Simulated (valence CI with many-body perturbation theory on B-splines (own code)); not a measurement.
**Sensitivity of CI+MBPT for Ag³⁴⁺**

Calculated by configuration interaction combined with many-body perturbation theory (CI+MBPT): three valence electrons over a frozen Dirac-Fock core [Ne], radial functions for each j: 6 s, 6 p, 5 d, 3 f, 1 g, with the one-electron correlation potential Σ1 (screened to all orders), the two-electron term Σ2, the three-electron term Σ3, Breit, model QED; selected single and double excitations, second order for the rest, scaled by the run's own slope (own B-spline code, finite nucleus).

The last digits are not significant, and no measured levels were compared; by estimate large intervals hold to a few tenths of a per cent, small ones and those within an open d or f shell to about a per cent.

The reference run has the lowest level (3s^2 3p1/2) J=1/2 and an ionisation energy of 2152.17 eV. Its largest variational space holds 2878 state functions.

Levels are named by their leading jj configuration (3d3/2^4 stands for four electrons in 3d with j = 3/2), which in mixed levels can hold well under half, so a name can repeat and another be missing. Letters in brackets count levels of one name in rising energy.

Changed runs:
A. QED terms on → off
B. shift of the energy in Σ1 (hartree) 0 → 7.606
C. selection threshold (hartree) 2e-08 → 2e-07
D. Davidson iteration limit 60 → 3 (bad on purpose)

Excitation energies of the reference run in cm⁻¹, and shifts in cm⁻¹:

| Level | Reference | A | B | C | D |
| --- | --- | --- | --- | --- | --- |
| (3s^2 3p3/2) J=3/2 | 347290 | -621 | +21 | 0 | 0 |
| (3s 3p1/2^2) J=1/2 | 652620 | +6815 | -38 | 0 | 0 |
| (3s 3p1/2 3p3/2) J=3/2 [a] | 897189 | +6192 | -19 | 0 | 0 |
| (3s 3p1/2 3p3/2) J=5/2 | 967728 | +6031 | -18 | 0 | 0 |
| (3s 3p1/2 3p3/2) J=3/2 [b] | 1073400 | +5469 | -17 | 0 | 0 |
| (3s 3p1/2 3p3/2) J=1/2 | 1143530 | +6383 | -20 | 0 | 0 |
| (3s 3p3/2^2) J=5/2 | 1272360 | +4428 | +1.1 | 0 | 0 |
| (3s^2 3d3/2) J=3/2 | 1385730 | +1566 | -13 | 0 | 0 |
| (3s 3p3/2^2) J=1/2 | 1493590 | +5645 | +2.7 | 0 | 0 |
| (3s^2 3d5/2) J=5/2 | 1493800 | +1303 | -3.0 | -0.1 | 0 |
| (3s 3p3/2^2) J=3/2 | 1534530 | +5159 | +0.9 | 0 | 0 |
| (3p1/2^2 3p3/2) J=3/2 | 1759460 | +11963 | -56 | +0.1 | 0 |
| Ionisation energy (eV) | 2152.17 | -0.06 | +0.048 | 0 | 0 |

Run D: The Davidson iterations stopped at their limit.
